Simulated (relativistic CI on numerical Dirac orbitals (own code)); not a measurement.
## Energy levels of Ag

Method of calculation: Dirac-Coulomb-Breit CI, orbitals from a KLI potential per configuration, model QED (radiative potential, 1s self-energy scaled to tabulated hydrogen-like ionisation energies), valence Slater integrals scaled by 0.85, P86 correlation estimate, and configurations built on the next ion tied to the tabulated ionisation energy (semi-empirical) (own radial code, finite nucleus).

CI space (outside the closed core [Kr]): 4d10.5s, 4d10.5p, 4d9.5s2, 4d10.6s, 4d10.6p, 4d10.5d, 4d10.7s, 4d10.7p, 4d10.6d, 4d10.4f, 4d10.5f, 4d10.5g, 4d10.7d, 4d10.6g. Levels of other configurations are missing.

The lowest level is 4d10.5s 2S_1/2, with 100 % of that term; Hund's rules for 4d10.5s give 2S with J = 1/2, in agreement.

| No. | Configuration | Term | J | E (eV) | % | Next component (%) | jj configuration (%) |
| --- | --- | --- | --- | --- | --- | --- | --- |
| 1 | 4d10.5s | 2S | 1/2 | 0.0000 | 100 |  | 5s (100) |
| 2 | 4d10.5p | 2P° | 1/2 | 3.9925 | 100 |  | 5p1/2 (100) |
| 3 | 4d9.5s2‡ | 2D | 5/2 | 4.0078 | 100 |  | 4d5/2^5 (100) |
| 4 | 4d10.5p | 2P° | 3/2 | 4.0604 | 100 |  | 5p3/2 (100) |
| 5 | 4d9.5s2‡ | 2D | 3/2 | 4.5403 | 100 |  | 4d3/2^3 4d5/2^6 (100) |
| 6 | 4d10.6s | 2S | 1/2 | 5.2733 | 100 |  | 6s (100) |
| 7 | 4d10.5d | 2D | 3/2 | 5.9199 | 100 |  | 5d3/2 (100) |
| 8 | 4d10.5d | 2D | 5/2 | 5.9212 | 100 |  | 5d5/2 (100) |
| 9 | 4d10.6p | 2P° | 1/2 | 6.0272 | 100 |  | 6p1/2 (100) |
| 10 | 4d10.6p | 2P° | 3/2 | 6.0343 | 100 |  | 6p3/2 (100) |
| 11 | 4d10.7s | 2S | 1/2 | 6.4044 | 100 |  | 7s (100) |
| 12 | 4d10.6d | 2D | 3/2 | 6.6883 | 100 |  | 6d3/2 (100) |
| 13 | 4d10.6d | 2D | 5/2 | 6.6891 | 100 |  | 6d5/2 (100) |
| 14 | 4d10.7p | 2P° | 1/2 | 6.7247 | 100 |  | 7p1/2 (100) |
| 15 | 4d10.7p | 2P° | 3/2 | 6.7264 | 100 |  | 7p3/2 (100) |
| 16 | 4d10.4f | 2F° | 7/2 | 6.7266 | 100 |  | 4f7/2 (100) |
| 17 | 4d10.4f | 2F° | 5/2 | 6.7267 | 100 |  | 4f5/2 (100) |
| 18 | 4d10.5g | 2G | 7/2 | 7.0324 | 100 |  | 5g7/2 (100) |
| 19 | 4d10.5g | 2G | 9/2 | 7.0324 | 100 |  | 5g9/2 (100) |
| 20 | 4d10.5f | 2F° | 7/2 | 7.0328 | 100 |  | 5f7/2 (100) |
| 21 | 4d10.5f | 2F° | 5/2 | 7.0328 | 100 |  | 5f5/2 (100) |
| 22 | 4d10.7d | 2D | 3/2 | 7.0445 | 100 |  | 7d3/2 (100) |
| 23 | 4d10.7d | 2D | 5/2 | 7.0449 | 100 |  | 7d5/2 (100) |
| 24 | 4d10.6g | 2G | 7/2 | 7.1987 | 100 |  | 6g7/2 (100) |
| 25 | 4d10.6g | 2G | 9/2 | 7.1987 | 100 |  | 6g9/2 (100) |

Energies count from the lowest computed level; ° marks odd parity. Filled j subshells are mostly left out of the jj labels. ‡ marks configurations that were not tied to measured data.

The mean weight of the leading LS term, summed over parents, in these 25 levels is 100 %, and that of the leading jj configuration (from the same eigenvectors) 100 %.

Configurations that consist of the next ion and one excited electron were tied to the tabulated ionisation energy; Rydberg ones are usually within 1,000 to 3,000 cm⁻¹ and the lowest ones within about 6,000 (9,000 in d shells), while levels on excited terms of the next ion carry the error of that term, and the other configurations can be misplaced by 10,000 cm⁻¹ or more. Rates follow the energies as ν³ (E1, M1) or ν⁵ (E2), so rates, branching and lifetimes can be off by large factors. The fine structure of a lone outer electron comes out too small, for d and f at times inverted, and misplaced configurations move strength between like terms. 15 of the 15 excited levels that our extract of the measured tables holds in this range could be paired (the sources list more); they are missed by 837 cm⁻¹ on average and 2649 at most, and levels without a partner can miss by more.
